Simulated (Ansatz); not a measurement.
ZnBr, SMILES [Br][Zn+], charge +1.

The structure is a stationary point at PBE0-D3(BJ)/def2-TZVP. The spin state was assumed, not searched.

Two levels are set side by side: PBE/def2-TZVPD (Ansatz, a first-principles code) and CAM-B3LYP/def2-TZVPD (Ansatz). Energy differences of separate SCF runs at the same geometry; the states with an electron removed or added have multiplicity 2 and 2. Differences are taken from unrounded values.

```csv
quantity,PBE
vertical ionisation energy (eV),16.93
vertical electron affinity (eV),8.58
vertical singlet–triplet gap (eV),2.19
```

Task: These are the PBE values. What does CAM-B3LYP give? (An estimate is asked for; the answer gives what the named calculation found.)

Result: 
```
quantity                           CAM-B3LYP  PBE minus CAM-B3LYP
---------------------------------  ---------  -------------------
vertical ionisation energy (eV)        16.81                 0.12
vertical electron affinity (eV)         8.75                -0.17
vertical singlet–triplet gap (eV)       2.04                 0.15
```
